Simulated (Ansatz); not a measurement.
GeTe4, relaxed as a singlet with RKS PBE-D4/def2-SVP in Ansatz, starting from the GFN2-xTB geometry. Force threshold 0.02 eV/Å.

In the def2 sets Te takes a core potential; there is no spin–orbit coupling. The structure comes from a short search, and lower isomers may exist.

Start:

Cartesian coordinates in Å:
```
Ge 0.2889 2.6917 1.6048
Te 2.4664 2.0233 0.9678
Te 0.6105 0.3537 0.1507
Te -0.8828 -1.5551 -0.8511
Te -2.4830 -3.5136 -1.8721
```

```json
{"step": "1", "energy (eV)": "-85676.2400", "largest force component (eV/Å)": "2.741", "SCF passes": "43"}
{"step": "2", "energy (eV)": "-85677.0342", "largest force component (eV/Å)": "0.881", "SCF passes": "29"}
{"step": "3", "energy (eV)": "-85677.3318", "largest force component (eV/Å)": "0.571", "SCF passes": "30"}
{"step": "4", "energy (eV)": "-85677.4604", "largest force component (eV/Å)": "0.335", "SCF passes": "30"}
{"step": "5", "energy (eV)": "-85677.5487", "largest force component (eV/Å)": "0.339", "SCF passes": "29"}
{"step": "6", "energy (eV)": "-85677.6404", "largest force component (eV/Å)": "0.252", "SCF passes": "29"}
{"step": "7", "energy (eV)": "-85677.6889", "largest force component (eV/Å)": "0.314", "SCF passes": "31"}
{"step": "8", "energy (eV)": "-85677.7433", "largest force component (eV/Å)": "0.429", "SCF passes": "30"}
{"step": "9", "energy (eV)": "-85677.7924", "largest force component (eV/Å)": "0.226", "SCF passes": "25"}
{"step": "10", "energy (eV)": "-85677.8383", "largest force component (eV/Å)": "0.175", "SCF passes": "26"}
{"step": "11", "energy (eV)": "-85677.8683", "largest force component (eV/Å)": "0.141", "SCF passes": "26"}
{"step": "12", "energy (eV)": "-85677.8960", "largest force component (eV/Å)": "0.126", "SCF passes": "31"}
{"step": "13", "energy (eV)": "-85677.9281", "largest force component (eV/Å)": "0.170", "SCF passes": "30"}
{"step": "14", "energy (eV)": "-85677.9854", "largest force component (eV/Å)": "0.221", "SCF passes": "29"}
{"step": "15", "energy (eV)": "-85678.0424", "largest force component (eV/Å)": "0.235", "SCF passes": "30"}
{"step": "16", "energy (eV)": "-85678.0886", "largest force component (eV/Å)": "0.249", "SCF passes": "29"}
{"step": "17", "energy (eV)": "-85678.1200", "largest force component (eV/Å)": "0.174", "SCF passes": "31"}
{"step": "18", "energy (eV)": "-85678.1796", "largest force component (eV/Å)": "0.159", "SCF passes": "29"}
{"step": "19", "energy (eV)": "-85678.3006", "largest force component (eV/Å)": "0.325", "SCF passes": "30"}
{"step": "20", "energy (eV)": "-85678.5096", "largest force component (eV/Å)": "0.505", "SCF passes": "29"}
{"step": "21", "energy (eV)": "-85678.7945", "largest force component (eV/Å)": "0.525", "SCF passes": "29"}
{"step": "22", "energy (eV)": "-85678.9797", "largest force component (eV/Å)": "0.287", "SCF passes": "29"}
{"step": "23 (rejected)", "energy (eV)": "-85678.9731", "largest force component (eV/Å)": "0.564", "SCF passes": "28"}
{"step": "24", "energy (eV)": "-85679.0237", "largest force component (eV/Å)": "0.086", "SCF passes": "22"}
{"step": "25", "energy (eV)": "-85679.0305", "largest force component (eV/Å)": "0.074", "SCF passes": "23"}
{"step": "26", "energy (eV)": "-85679.0315", "largest force component (eV/Å)": "0.054", "SCF passes": "22"}
{"step": "27", "energy (eV)": "-85679.0326", "largest force component (eV/Å)": "0.033", "SCF passes": "23"}
{"step": "28", "energy (eV)": "-85679.0328", "largest force component (eV/Å)": "0.019", "SCF passes": "22"}
```

Force components are those of the run's own axes.

End:

| atom | x (Å) | y (Å) | z (Å) |
| --- | --- | --- | --- |
| Ge1 | -0.758 | 0.684 | 1.426 |
| Te2 | 1.132 | 2.164 | 0.117 |
| Te3 | 1.649 | -0.498 | 0.537 |
| Te4 | 0.123 | -1.855 | -1.418 |
| Te5 | -2.146 | -0.495 | -0.662 |

Bonds formed: Ge1–Te5 (atoms count from 1).

No frequencies were taken in this run, so the end may be a saddle point.

It took 47 s on 4 threads of Arm Neoverse V1 on a shared host.
